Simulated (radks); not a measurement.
The numbers below are computed, except where a source is named.
The beryllium ion Be+ inside a hard spherical wall (all orbitals vanish at R), configuration held at [He] 2s1 and not refilled when levels cross. Level of theory: scalar-relativistic Kohn-Sham, PBEsol, spin-unpolarised, spherical densities, point nucleus; without spin polarisation the odd electron is poorly described (a radial shooting solver on a logarithmic mesh with Libxc functionals). Eigenvalues in eV, with the zero of energy where the potential of the charges vanishes at infinity; a dash marks a level that is unbound or too diffuse for the functional's potential to be trusted. A positive occupied level is held by the wall or, in an anion where self-interaction has pushed it up, behind a barrier. The pressure on the wall is -dE/dV.

R (bohr)  E (hartree)  kinetic (hartree)    e(1s)    e(2s)  e(2p, empty)  e(3s, empty)  pressure (GPa)
free        -14.18762             14.125  -116.97  -13.577        -9.652             -               0
20          -14.18762             14.125  -116.97  -13.577        -9.652             -        < 0.0001
15          -14.18762             14.125  -116.97  -13.577        -9.652             -        < 0.0001
10          -14.18761             14.125  -116.97  -13.576        -9.651        -3.201        0.000154
7           -14.18698             14.132  -116.91  -13.534        -9.577        -0.724          0.0500
6           -14.18445             14.151  -116.75  -13.401        -9.383         2.096           0.321
5           -14.17312             14.217  -116.26  -12.909        -8.763         8.031            2.02
3           -13.92016             15.050  -111.90   -4.544        -1.003        56.694             104
